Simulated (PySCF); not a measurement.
# H₂AsN + O₂ → AsON + H₂O

Level: PBE0 in the def2-TZVP basis family, all electrons, no relativity, computed in PySCF with density fitting; open shells unrestricted.

```
species                                                               state and structure       E (Eh)  ZPE (kJ/mol)  H(298 K) − H(0) (kJ/mol)  S° (J/(mol K))
  H₂AsN  singlet, C2v, As–H 1.521 Å (×2), As–N 1.638 Å; H–As–H 104.3°, H–As–N 127.9° (×2)  -2291.36569          43.6                      11.5           249.9
     O₂                                                         triplet, D∞h, O–O 1.193 Å   -150.23561          10.3                       8.7           204.9
   AsON                           singlet, C∞v, As–N 1.607 Å, As–O 1.607 Å; N–As–O 180.0°  -2365.35496          14.6                      12.1           253.6
    H₂O                                      singlet, C2v, O–H 0.960 Å (×2); H–O–H 105.1°    -76.37736          56.5                       9.9           188.7
```

Problem. What is the electronic reaction energy?

Solution. At PBE0/def2-TZVP, ΔE = -344.0 kJ/mol from the differences of the total energies times 2625.5, downhill. 

Problem. Add zero-point, thermal and entropy terms for 298.15 K and 1 bar.

Solution. ΔZPE = 17.2 and Δ[H(298) − H(0)] = 1.8 kJ/mol give ΔH° = -325.0 kJ/mol. ΔS° = -12.5 J/(mol K), so ΔG° = -325.0 − 298.15 × (-0.0125) = -321 kJ/mol.

Only the bonding shown was studied: isomers, or loss of a ligand pair, can lie lower.
